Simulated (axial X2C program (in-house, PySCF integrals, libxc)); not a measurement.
## Outer orbitals of GaC at 2.002 Å, PBE0

Calculated with an in-house all-electron X2C program for linear molecules (integrals from PySCF). Spin-free means the one-electron spin-free X2C Hamiltonian; two-component (2c) means X2C with spin–orbit coupling and atomic mean-field two-electron Coulomb and Gaunt terms, so the difference of the two also holds small scalar two-electron terms. Basis: Ga dyall-cv3z [9s9p7d4f1g], C dyall-v3z [7s6p2d1f] (cores contracted in-house); Gaussian nuclei, density fitting, unrestricted open shells. Masses: Ga 68.926 u, C 12.000 u.

The distance is close to the 2c PBE0 minimum; the highest filled and lowest empty levels are listed.

Spin-free orbitals, state M_S = 3/2, Λ = 0 (beyond evenly filled blocks: σα, π+α, π-α) (Löwdin shares):

| symmetry | occupied | ε (eV) | atomic character |
| --- | --- | --- | --- |
| σα | yes | -22.84 | 97% Ga d |
| δ-α | yes | -22.79 | 100% Ga d |
| δ+α | yes | -22.79 | 100% Ga d |
| δ+β | yes | -22.76 | 100% Ga d |
| δ-β | yes | -22.76 | 100% Ga d |
| π+α | yes | -22.71 | 100% Ga d |
| π-α | yes | -22.71 | 100% Ga d |
| σβ | yes | -22.68 | 99% Ga d |
| π+β | yes | -22.62 | 100% Ga d |
| π-β | yes | -22.62 | 100% Ga d |
| σα | yes | -16.98 | 66% C s, 14% Ga s, 10% Ga p |
| σβ | yes | -13.61 | 54% C s, 27% Ga s, 8% Ga p |
| σα | yes | -10.32 | 46% Ga s, 37% C p, 10% C s |
| σβ | yes | -8.35 | 49% Ga s, 17% C s, 15% Ga p |
| π+α | yes | -6.97 | 80% C p, 14% Ga p, 4% Ga d |
| π-α | yes | -6.97 | 80% C p, 14% Ga p, 4% Ga d |
| σα | yes | -6.53 | 44% C p, 30% Ga p, 22% Ga s |
| π-β | no | -2.54 | 59% Ga p, 39% C p |
| π+β | no | -2.54 | 59% Ga p, 39% C p |
| σβ | no | -2.36 | 55% C p, 28% Ga p, 11% Ga s |
| π+α | no | -1.38 | 80% Ga p, 12% C p, 5% Ga d |
| π-α | no | -1.38 | 80% Ga p, 12% C p, 5% Ga d |

Spinors with spin–orbit coupling (state Ω = 3/2):

```tsv
ω	occupied	ε (eV)	atomic character	λ mixture
-3/2	yes	-23.03	100% Ga d	89% δ, 11% π
3/2	yes	-23.02	100% Ga d	83% δ, 17% π
1/2	yes	-23.00	98% Ga d	66% σ, 34% π
-1/2	yes	-22.96	99% Ga d	63% π, 37% σ
5/2	yes	-22.62	100% Ga d	100% δ
-5/2	yes	-22.59	100% Ga d	100% δ
1/2	yes	-22.56	99% Ga d	66% π, 34% σ
3/2	yes	-22.55	100% Ga d	83% π, 17% δ
-1/2	yes	-22.53	99% Ga d	63% σ, 37% π
-3/2	yes	-22.48	100% Ga d	89% π, 11% δ
1/2	yes	-16.98	66% C s, 14% Ga s, 10% Ga p	100% σ
-1/2	yes	-13.61	54% C s, 27% Ga s, 8% Ga p	100% σ
1/2	yes	-10.32	46% Ga s, 37% C p, 10% C s	100% σ
-1/2	yes	-8.35	49% Ga s, 17% C s, 15% Ga p	100% σ
-1/2	yes	-6.97	80% C p, 15% Ga p, 4% Ga d	100% π
3/2	yes	-6.96	81% C p, 14% Ga p, 4% Ga d	100% π
1/2	yes	-6.53	44% C p, 30% Ga p, 22% Ga s	100% σ
1/2	no	-2.57	59% Ga p, 39% C p	100% π
-3/2	no	-2.52	58% Ga p, 40% C p	100% π
-1/2	no	-2.36	55% C p, 28% Ga p, 11% Ga s	100% σ
-1/2	no	-1.40	80% Ga p, 12% C p, 5% Ga d	100% π
```

Mulliken charges and populations of the two-component result (they depend on the basis, above all on diffuse functions):

Ga 0.37 e (s 7.86 p 12.71 d 10.05 f 0.01), C -0.37 e (s 3.83 p 2.52 d 0.01). ⟨Lz⟩ = 0.00 ħ and ⟨Sz⟩ = 1.50 ħ (0.29 and 1.21 on the two atoms), which add up to Ω.

The state is one determinant whose occupation by symmetry is held fixed; it was picked as the lowest of a PBE0 search that is not exhaustive. Density functionals use the spin component along the axis (collinear). With several unpaired electrons one determinant need not be a pure state. This is the top spin component of a Σ state; components of lower Ω are not single determinants and can lie lower.
